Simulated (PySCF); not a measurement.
Si(H)2(Cl)(OMe) (CH₅ClOSi), SMILES CO[SiH2]Cl. The structure is a stationary point at PBE-D3(BJ)/def2-SVP. The values are those of a single conformer.

The numbers are results of PBE-D3(BJ)/def2-SVP in PySCF, not measurements.

Harmonic wavenumbers (cm⁻¹): 82, 105, 184, 291, 524, 617, 713, 755, 879, 913, 1117, 1134, 1169, 1419, 1422, 1424, 2169, 2230, 2927, 3004, 3055. Rotational constants (GHz): 8.293, 2.617, 2.130; symmetry number 1.

Problem. Work out the zero-point energy and the ideal-gas rigid-rotor harmonic-oscillator thermochemistry at 298.15 K and 1 atm.

Solution. ZPE = ½ Σ hcν = ½ × 26136 cm⁻¹ = 156.33 kJ/mol. H − E(el) = 174.81 kJ/mol. Entropy in J/(mol K): translation 165.75, rotation 110.23, vibration 54.37, total 330.35. G − E(el) = 76.32 kJ/mol. Cp = 88.66 J/(mol K). Modes under 150 cm⁻¹ make the vibrational entropy uncertain.
